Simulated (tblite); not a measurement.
Species: C8H9Br.
Cartesian coordinates in Å at the GFN2-xTB level; atoms count from 1:
```
atom  x, y, z in Å
C1    -3.883   -1.447   -0.210
C2    -2.783   -0.726   -0.426
C3    -1.567   -0.892    0.318
C4    -0.455   -0.160    0.099
C5     0.738   -0.355    0.861
C6     1.940    0.258    0.805
C7     2.483    1.312   -0.011
C8     3.736    1.752    0.131
Br9    1.441    2.170   -1.373
H10   -4.783   -1.303   -0.783
H11   -3.917   -2.209    0.551
H12   -2.774    0.034   -1.197
H13   -1.568   -1.651    1.091
H14   -0.482    0.588   -0.675
H15    0.653   -1.133    1.613
H16    2.683   -0.094    1.513
H17    4.141    2.540   -0.479
H18    4.389    1.325    0.873
```

All values are computed: GFN2-xTB (tblite) harmonic vibrations without scaling, gas phase. Errors from tens to a few hundred cm⁻¹ against measured bands are possible. One conformer, not necessarily the lowest. The optimisation stopped once no atom felt more than 0.01 eV/Å.

Lowest wavenumbers of the output (negative numbers stand for imaginary wavenumbers):
```
mode    cm-1
  1     -20.3
  2      52.8
  3      77.4
  4     146.0
  5     165.4
  6     201.7
  7     255.0
  8     329.7
  9     337.7
 10     409.9
```

Task: Is this structure a minimum?

Result: Not by this Hessian. 1 mode is imaginary beyond 20i (20i cm⁻¹), so at this level the point lies at or near a first-order saddle. The curvature is small, so loose convergence or finite differences may be the whole cause.

Task: Which atoms move in the imaginary mode?

Result: 20i: C8 (terminal =CH2 carbon) 30 %, C2 (alkene CH carbon) 10 %. These are shares of the mass-weighted motion.

Task: What is the remedy?

Result: Step along that mode in both directions, optimise again with tighter thresholds and repeat the frequencies. The zero-point energy of this point (86.7 kcal/mol) counts the 47 real modes alone, and thermal corrections from it aren't those of a minimum.

Time: 0.61 s of wall time. Hardware: one thread of an Intel Xeon 6975P-C, no GPU, shared host with 192 logical CPUs at a one-minute load of 44. The figure is for the frequency step alone.
